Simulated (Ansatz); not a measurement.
C$_{2}$H$_{7}$NbO$_{2}$ (`[CH3][Nb]([CH3])(=[O])[OH]`) at its PBE0-D4/def2-TZVP geometry, where that method's forces vanish. The species carries charge 0 and has multiplicity 1. Nb takes the def2 core potential.

```xyz
12

C    -1.0836   -1.5032   -0.0471
Nb    0.6486   -0.2286   -0.1800
C     0.2728    1.5920    0.9093
O     1.9022   -1.0276    0.6275
O     1.1572    0.1044   -1.9792
H    -1.9216   -1.1097   -0.6327
H    -1.3883   -1.5452    1.0067
H    -0.8798   -2.5280   -0.3686
H    -0.1352    1.3169    1.8907
H    -0.4593    2.2262    0.3975
H     1.1811    2.1743    1.0855
H     0.7059    0.5285   -2.7097
```

Problem. What forces (eV/Å) does PBE-D4/def2-TZVPP give on these atoms in Ansatz 0.2.0? (An estimate is asked.)

Solution. Ansatz gave: 
```
C1   0.041 -0.001 -0.033
Nb2 -0.824  0.421 -0.193
C3   0.036 -0.012 -0.037
O4   0.789 -0.490  0.466
O5   0.424 -0.170 -0.051
H6  -0.151  0.075 -0.114
H7  -0.047 -0.010  0.205
H8   0.021 -0.206 -0.054
H9  -0.069 -0.061  0.189
H10 -0.133  0.116 -0.102
H11  0.166  0.126  0.049
H12 -0.254  0.212 -0.325
```
